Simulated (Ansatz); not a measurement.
A nudged elastic band was laid between two geometries of GeH₆N₂ (9 atoms, charge 0, multiplicity 1).

Computed with Ansatz, RKS B3LYP/def2-SVPD.

```json
{
  "movable images": "9",
  "climbing image": "yes",
  "spring": "5.0 eV/Å²",
  "optimiser": "quadratic models (default)",
  "start path": "straight line",
  "force threshold": "0.05 eV/Å",
  "iteration limit": "59",
  "end points": "relaxed"
}
```

Image 0:

```xyz
9
Properties=species:S:1:pos:R:3
N -1.087 0.641 -0.877
Ge 0.541 0.282 -0.091
N 0.198 -1.143 1.025
H -1.500 -0.095 -1.439
H -1.199 1.539 -1.335
H 0.950 1.612 0.586
H 1.669 -0.216 -1.025
H 0.991 -1.673 1.367
H -0.474 -0.994 1.771
```

Image 10:

```xyz
9
Properties=species:S:1:pos:R:3
N -0.800 0.667 -1.266
Ge 0.583 0.250 -0.123
N 0.082 -1.053 1.096
H -1.347 -0.103 -1.636
H -1.411 1.428 -0.991
H 0.981 1.602 0.512
H 1.741 -0.389 -0.909
H 0.815 -1.653 1.460
H -0.557 -0.796 1.841
```

Problem. Which bonds break or form, and what moves?

Solution. No bond is made or broken. The height of N1 over the plane of its neighbours goes from -0.27 to 0.28 Å.

Problem. Give the energies along the band, and the barrier.

Solution. The forces met the threshold. The highest image is number 5 of 0 to 10, 2.8 kJ/mol above the first end and 1.1 kJ/mol above the last; the last end lies 1.6 kJ/mol above the first. Another band between the same ends (9 images) ends at a top of the same energy, where a vibrational analysis finds 1 clearly imaginary mode.

| image | path coordinate (Å) | energy (kJ/mol) | height of N1 over the plane of its neighbours (Å) |
| --- | --- | --- | --- |
| 0 | 0.00 | 0.0 | -0.27 |
| 1 | 0.09 | 0.1 | -0.26 |
| 2 | 0.19 | 0.5 | -0.22 |
| 3 | 0.28 | 1.4 | -0.14 |
| 4 | 0.37 | 2.4 | -0.05 |
| 5 | 0.47 | 2.8 | 0.05 |
| 6 | 0.55 | 2.5 | 0.14 |
| 7 | 0.64 | 2.1 | 0.21 |
| 8 | 0.72 | 1.8 | 0.25 |
| 9 | 0.80 | 1.7 | 0.27 |
| 10 | 0.89 | 1.6 | 0.28 |

Problem. What is the geometry of the highest image?

Solution. 
```xyz
9
Properties=species:S:1:pos:R:3
N -0.918 0.624 -1.101
Ge 0.572 0.256 -0.111
N 0.155 -1.107 1.065
H -1.481 -0.093 -1.538
H -1.324 1.547 -1.146
H 0.953 1.613 0.526
H 1.737 -0.317 -0.944
H 0.924 -1.651 1.442
H -0.530 -0.917 1.789
```

The band took 7 iterations and of the order of 13 core-minutes.

The run took 6.5 min on 2 threads of Arm Neoverse N1, on a shared host, peak memory 0.32 GiB.
